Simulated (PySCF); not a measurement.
Levels along the 11-electron series

One electron added to the closed shell [Ne]: EOM-EA-CCSD calculated with PySCF 2.14, two-component X2C-1e with screened spin-orbit coupling, each ion in its own even-tempered basis, 1s2 frozen, the virtual space cut to natural spinors and corrected at second order; no Breit or QED terms. Binding energy of 3s1/2 and energies of the other levels above it, in eV.

```tsv
ion	3s1/2 binding	3p1/2 − 3s1/2	3p3/2 − 3s1/2	3d3/2 − 3s1/2	3d5/2 − 3s1/2	NIST ionisation energy
Zn¹⁹⁺	737.32	42.974	48.462	107.08	107.97	737.37 (s)
Ga²⁰⁺	807.27	45.130	51.574	113.04	114.12	807.31 (s)
Ge²¹⁺	880.40	47.311	54.827	119.12	120.42	880.44 (s)
As²²⁺	956.74	49.477	58.199	125.37	126.91	956.79 (s)
Se²³⁺	1036.4	51.766	61.835	131.85	133.67	1036.4 (s)
Br²⁴⁺	1119.2	53.972	65.532	138.39	140.52	1119.2 (s)
Rb²⁶⁺	1294.7	58.479	73.532	152.11	154.99	1294.6 (s)
Sr²⁷⁺	1387.4	60.797	77.869	159.31	162.63	1387.19 ± 0.05 (s)
Zr²⁹⁺	1582.6	65.361	87.094	174.29	178.63	1582.37 ± 0.05 (s)
```

Question: Estimate the missing row, Kr²⁵⁺.

Answer: The calculation gives 3s1/2 binding 1205.3; 3p1/2 − 3s1/2 56.163; 3p3/2 − 3s1/2 69.382; 3d3/2 − 3s1/2 145.10; 3d5/2 − 3s1/2 147.58. The NIST ionisation energy is 1205.2 (s).

Each ion has its own basis, which adds noise of up to about 0.1 % of the binding energies along the series.

The 3p interval goes from 5.487 to 21.73 eV, as Z to the power 4.78; a hydrogen-like ion gives 4, and the power is higher where the screened charge Z − σ still grows faster than Z or where Zα is large.

NIST values marked (s) are semi-empirical, (t) theoretical.
